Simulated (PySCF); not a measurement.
Ta(NMe)(OH)3, CH6NO3Ta (singlet state).
Cartesian coordinates in Å at the PBE0-D3(BJ)/def2-SVP level; atoms count from 1:
```
atom  x, y, z in Å
Ta1    0.036    0.006   -1.000
N2     0.012   -0.010    0.771
C3     0.036   -0.010    2.187
H4     0.682   -0.815    2.582
H5     0.428    0.943    2.587
H6    -0.972   -0.157    2.616
O7     1.864    0.364   -1.510
H8     2.222    0.438   -2.399
O9    -1.153    1.363   -1.649
H10   -1.718    2.019   -1.236
O11   -0.542   -1.697   -1.659
H12   -0.780   -2.527   -1.238
```

Method: PBE0-D3(BJ)/def2-SVP geometry optimisation, gas phase, def2 core potentials past Kr in PySCF.

(1) Which atoms are bound to Ta1, and at what distances?

(2) List the angles at Ta1.

(3) What is the shape at Ta1?

(4) What are the other bond lengths?

(5) Give some angles away from the centre.

Answers

(1) 4 atoms: N2 1.771 Å, O11 1.916 Å, O9 1.917 Å, O7 1.931 Å. The nearest atom not counted as bound is H8, at 2.63 Å.

(2) 
```
     angle  degrees  distance of the outer atoms (Å)
 O7–Ta1–O9    111.5                             3.18
O7–Ta1–O11    111.1                             3.17
 N2–Ta1–O9    109.7                             3.02
N2–Ta1–O11    109.4                             3.01
O9–Ta1–O11    109.0                             3.12
 N2–Ta1–O7    106.2                             2.96
```

(3) Tetrahedral: angles from 106.2° to 111.5°; τ4 = (360° − α − β)/141° = 0.97 with α and β the two widest (0 for a square, 1 for a tetrahedron). The Ta–O distances aren't all alike: 1.916 to 1.931 Å.

(4) N2–C3 1.416 Å; C3–H4, C3–H5, C3–H6 1.105 Å; O7–H8, O9–H10, O11–H12 0.960 Å.

(5) Ta1–N2–C3 178.2°.

Point group: near Cs, missed by 0.11 Å at most; the miss may be what the optimiser left on a soft mode. Charge 0, singlet. Whether it is a minimum is left open (no frequencies).

On Arm Neoverse V1, one thread, shared host, this took 91 s wall and 0.54 GiB of memory at its peak. This is the geometry optimisation.
